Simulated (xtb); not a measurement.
Sn(Me)(Cl)3 (CH3Cl3Sn), SMILES [CH3][Sn]([Cl])([Cl])[Cl]. All values are semi-empirical tight-binding results from xtb (GFN2-xTB unless named), good for trends rather than for accurate numbers. Coordinates come from a GFN2-xTB optimisation. The isomer is the one that the SMILES or the coordinates give; other isomers of the formula were not compared.

For metal compounds this method's bond lengths and energies can be far off.

```json
{
 "point_group_as_xtb_finds_it": "C3",
 "orbital_gap": "3.05 eV",
 "zero_point_energy": "23.4 kcal/mol",
 "G − E(el) at 298.15 K (modified RRHO)": "0.6 kcal/mol"
}
```
